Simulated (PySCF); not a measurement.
Choosing a molecule for a target property.

Species are written as SMILES; each is one conformer at its optimised geometry, gas phase, non-relativistic unless stated. Electronic properties by PySCF.

Dipoles, sizes and rotational constants follow the conformer. The torsions of the flexible species, by atom-mapped SMILES:
- `[CH2:1]=[CH:2][P:3]([C:4]#[C:5][CH3:6])[CH:7]([CH3:8])[CH3:9]`: C1–C2–P3–C4 -19°, C2–P3–C7–C8 165°
- `[CH3:1][C:2]([CH3:3])([CH3:4])[p:5]1[cH:6][cH:7][cH:8][cH:9]1`: C1–C2–P5–C6 -47°
- `[CH3:1]/[CH:2]=[CH:3]\[P:4]=[P:5]/[CH2:6][SiH3:7]`: C2–C3–P4–P5 86°, P4–P5–C6–Si7 -115°
- `[CH2:1]=[P:2]1([CH2:3][CH3:4])[CH:5]=[CH:6][CH2:7][CH:8]=[CH:9]1`: C1–P2–C3–C4 -171°
- `[CH3:1][O:2][SiH:3]([O:4][CH3:5])[P:6]([SiH3:7])[SiH3:8]`: C1–O2–Si3–O4 161°, O2–Si3–O4–C5 56°, O2–Si3–P6–Si7 62°

(1) Wanted: dipole moment above 3.5 D (PBE0/pcSseg-1) and HOMO–LUMO gap below 5 eV (PBE0/pcSseg-1), at GFN2-xTB geometries. Which candidate meets both?
A. `CO[SiH](OC)P([SiH3])[SiH3]`
B. `C/C=C\P=P/C[SiH3]`
C. `C(p1cccc1)(C)(C)C`
D. `C=CP(C#CC)C(C)C`
E. `C=P1(CC)C=CCC=C1`

## Answers

(1) E. Computed values:
```
                   species  dipole moment  HOMO–LUMO gap
         C(p1cccc1)(C)(C)C         1.32 D        5.37 eV
CO[SiH](OC)P([SiH3])[SiH3]         1.55 D        7.13 eV
           C=CP(C#CC)C(C)C         1.75 D        6.29 eV
         C/C=C\P=P/C[SiH3]         2.93 D        4.47 eV
          C=P1(CC)C=CCC=C1         3.99 D        4.62 eV
```
